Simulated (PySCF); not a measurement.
Working out the electron affinity of Nb

Nb- [Kr] 4d4 5s2 (5D) → Nb [Kr] 4d4 5s1 (6D). Computed with PySCF 2.14 in def2-TZVPPD with the def2 core potential (28 electrons) (6s4p3d2f1g, 56 functions), with a scalar-relativistic core potential. Frozen: 4s2 4p6. Energies in hartree (1 hartree = 27.21139 eV):

```
            part  Nb- (lower)  Nb (upper)
             UHF   -56.303306  -56.329081
CCSD correlation    -0.100591   -0.058560
             (T)    -0.006358   -0.001487
```

What does Hartree-Fock give?

(-56.329081) − (-56.303306) = -0.025775 hartree = -0.701 eV.

What do CCSD and CCSD(T) give?

The CCSD correlation energies differ by 0.042031 hartree = 1.144 eV and the triples by 0.004871 hartree = 0.133 eV, so CCSD gives 0.443 eV and CCSD(T) 0.576 eV.

Reference: 0.917 eV (measured; photodetachment measurements, as compiled on the Wikipedia data page of electron affinities), between the lowest levels; spin-orbit coupling is absent from the calculation.

The coupled-cluster amplitudes are large, so a single reference is strained.

What remains against the reference includes basis incompleteness, the frozen core and higher excitations.
